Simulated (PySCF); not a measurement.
# One molecule, several mistakes: BFHOSi cation

Calculated results; nothing here was measured. They come from PySCF 2.14.0, an open-source quantum chemistry program, on an isolated molecule that a program drew, which may never have been made. The molecule is BFHOSi cation (charge +1, singlet), drawn as the SMILES string `O=[SiH][B+]F`.

Each row is a Hartree-Fock (HF) and frozen-core CCSD(T) single point in the cc-pV(D+d)Z basis, meant for a local HF minimum. Run 1 is clean. Each other run has one planted mistake out of seven kinds, and not every kind appears here: one electron removed, one electron added, multiplicity raised by two, geometry at a saddle point, minimal basis STO-3G, one bond length entered in bohr, all coordinates scaled. The reference is restricted for singlets and unrestricted otherwise, and also for a bond in bohr. Adding or removing an electron swaps singlet and doublet. Electrons count all cores. HOMO and LUMO are orbital energies over both spins, the gradient is its largest component, and the lowest frequency (negative if imaginary) is given only where the gradient is small. Bond lengths are over the 4 bonds as drawn. T1 is the CCSD diagnostic: over 0.02 (restricted) or 0.045 (unrestricted) a single reference is doubtful.

Geometry of the clean run:
```xyz
5
BFHOSi cation, angstrom
O    -0.4463    0.7610    1.9845
Si   -0.9462    0.1745    0.7180
B     0.7130   -0.9346    0.0723
F     1.7583   -1.5224   -0.1586
H    -2.1027    0.1078   -0.1644
```

```
run,electrons,basis functions,<S^2>,HOMO (eV),LUMO (eV),gradient (hartree/bohr),lowest frequency (cm^-1),mean bond (Å),longest bond (Å),T1,HF (hartree),CCSD(T) (hartree),mistake
1,36,70,0.000,-18.21,-5.97,1.9e-05,113,1.5644,2.098,0.0258,-488.20729,-488.76547,no fault
2,36,25,0.000,-14.97,-1.65,4.5e-02,-,1.5644,2.098,0.0268,-482.17358,-482.40657,minimal basis STO-3G
3,36,70,0.898,-17.96,-7.13,1.8e-02,-,1.8360,2.308,0.0515,-487.99700,-488.52156,?
4,35,70,0.762,-27.86,-13.04,1.2e-01,-,1.5644,2.098,0.0269,-487.65391,-488.15074,?
```

**Which mistake was planted in run 3, and what did it cost?**

The mean bond changes by a factor of 1.174 and the longest by 1.100, so the molecule wasn't scaled as a whole. A length L in bohr read as angstrom grows by (1/0.5292 - 1) L = 0.890 L. The 4 bonds together grew by 4 x 0.2716 = 1.086 Å, which gives L = 1.221 Å. That is bond B3-F4, 1.221 Å in the clean geometry. So the mistake is: one bond length entered in bohr. Subtracting run 1 and multiplying by 627.51 kcal/mol a hartree, the energy moved by 132.0 kcal/mol in HF and 153.1 kcal/mol in CCSD(T).

**Which mistake was planted in run 4, and what did it cost?**

It counts 35 electrons, one fewer than the clean run, at the same geometry and basis. So the mistake is: one electron removed. Subtracting run 1 and multiplying by 627.51 kcal/mol a hartree, the energy moved by 347.3 kcal/mol in HF and 385.7 kcal/mol in CCSD(T).

Cautions from the logs. Run 1: T1 is over the limit, so its CCSD(T) energy is less reliable; run 2: T1 is over the limit, so its CCSD(T) energy is less reliable; run 3: T1 is over the limit, so its CCSD(T) energy is less reliable.
